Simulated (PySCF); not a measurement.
A run for PySCF: R-B3LYP/6-311+G** on CH4BFO (SMILES CB(O)F), a point of a torsion scan.

```python
from pyscf import gto, scf, dft, mp
from pyscf.data.elements import chemcore

mol = gto.M(
    atom='''
    C    -0.96833877   -0.16476692   -0.04157643
    B     0.50720451    0.41920959    0.01239502
    O     1.58511056   -0.05884862   -0.63122509
    F     0.73273997    1.46775465    0.80997273
    H    -1.66334827    0.60180887   -0.37581509
    H    -1.06541007   -1.01936288   -0.70394125
    H    -1.29648926   -0.46268754    0.95183896
    H     1.89684918   -0.95079613   -0.53745929
    ''',
    basis='6-311+g**',
    charge=0, spin=0, verbose=3, max_memory=1800)
mf = dft.RKS(mol, xc='b3lyp')
mf.conv_tol = 1e-8
mf.max_cycle = 100
mf.kernel()
if not mf.converged:
    mf = mf.newton().run(mf.mo_coeff, mf.mo_occ)
```

Program output:

```
converged SCF energy = -240.629151818375
```

Self-consistency was reached.

Cost: roughly 16 core-seconds.
